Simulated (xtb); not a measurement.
Nb(NH)(Cl)2(OMe) (CH4Cl2NNbO), SMILES [O](C)[Nb]([Cl])([Cl])=[NH], multiplicity 1. All values are semi-empirical tight-binding results from xtb (GFN2-xTB unless named), good for trends rather than for accurate numbers. Geometry: GFN2-xTB. The multiplicity is an assumed one; other spin states were not compared. One conformer was computed; it need not be the lowest.

Optimised geometry:

```xyz
10

Nb    -0.0605    -0.1912    -0.0953
N     -0.7153    -1.6734    -0.8030
H     -0.9942    -2.5430    -1.2540
Cl    -0.5628    -0.2762     2.0813
Cl    -1.3672     1.4702    -0.8245
O      1.6681     0.1305    -0.3902
C      2.9867     0.0872    -0.7921
H      3.2699    -0.9473    -1.0328
H      3.1218     0.7131    -1.6844
H      3.6369     0.4638     0.0086
```

For metal compounds this method's bond lengths and energies can be far off.

| Property | Value |
|---|---|
| orbital gap | 2.99 eV |
| zero-point energy | 34.4 kcal/mol |
| G − E(el) at 298.15 K (modified RRHO) | 11.2 kcal/mol |

Computed atomic charges and the Wiberg bond orders between heavy atoms:
charges (e) Nb1 0.34, N2 -0.30, H3 0.23, Cl4 -0.12, Cl5 -0.12, O6 -0.28, C7 0.05, H8 0.07, H9 0.07, H10 0.06. Bond orders Nb1–N2 2.38, Nb1–Cl4 1.26, Nb1–Cl5 1.26, Nb1–O6 1.28, O6–C7 1.00.
